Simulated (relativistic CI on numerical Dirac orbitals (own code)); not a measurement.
# Slater and spin-orbit integrals, Au38+

Calculated at this level of theory: Dirac-Coulomb-Breit CI, orbitals from a KLI potential per configuration, model QED (radiative potential, 1s self-energy scaled to tabulated hydrogen-like ionisation energies), unscaled Slater integrals (own radial code, finite nucleus).

Slater integrals F^k, G^k are unscaled and averaged over j, outside the closed core [Ar] 3d10; ζ comes from projecting the Hamiltonian with its Breit term on Σ l·s of the shell.

- 4s2 4p6 4d5: F^2(4d,4d) = 257760, F^4(4d,4d) = 175540, ζ(4d) = 82102 cm⁻¹; <r>(4d) = 0.3889, <r^2>(4d) = 0.173 (bohr units).
- 4s2 4p6 4d4 4f: F^2(4d,4d) = 257600, F^4(4d,4d) = 175430, ζ(4d) = 82016, F^2(4d,4f) = 259570, F^4(4d,4f) = 168880, G^1(4d,4f) = 262850, G^3(4d,4f) = 182750, G^5(4d,4f) = 134760, ζ(4f) = 15047 cm⁻¹; <r>(4d) = 0.3892, <r^2>(4d) = 0.1732, <r>(4f) = 0.3635, <r^2>(4f) = 0.1497 (bohr units).
- 4s2 4p5 4d6: ζ(4p) = 665820, F^2(4d,4d) = 257690, F^4(4d,4d) = 175490, F^2(4p,4d) = 258680, G^1(4p,4d) = 320540, G^3(4p,4d) = 205390, ζ(4d) = 81809 cm⁻¹; <r>(4p) = 0.3874, <r^2>(4p) = 0.17, <r>(4d) = 0.389, <r^2>(4d) = 0.173 (bohr units).

Give the Racah parameters of the d shell in 4s2 4p6 4d5.

B = F²/49 − 5F⁴/441 = 3270 cm⁻¹ and C = 35F⁴/441 = 13932 cm⁻¹.

Averages of the first 9 configurations, taken without configuration mixing, which lowers the lowest level and can move excited configurations by several eV; other configurations of the list can lie among them:

```csv
Configuration,Parity,States,Average energy above the lowest level (eV)
4s2 4p6 4d5,even,252,54.2
4s2 4p6 4d4 4f,odd,2940,288.5
4s2 4p5 4d6,odd,1260,301.8
4s 4p6 4d5 4f,odd,7056,741.3
4p6 4d7,even,120,969.4
4p5 4d8,odd,270,1213.5
4s2 4p6 4d3 5s2,even,120,1151.7
4s2 4p6 4d2 4f 5s2,odd,630,1385.3
4s 4p6 4d3 4f 5s2,odd,3360,1838.8
```
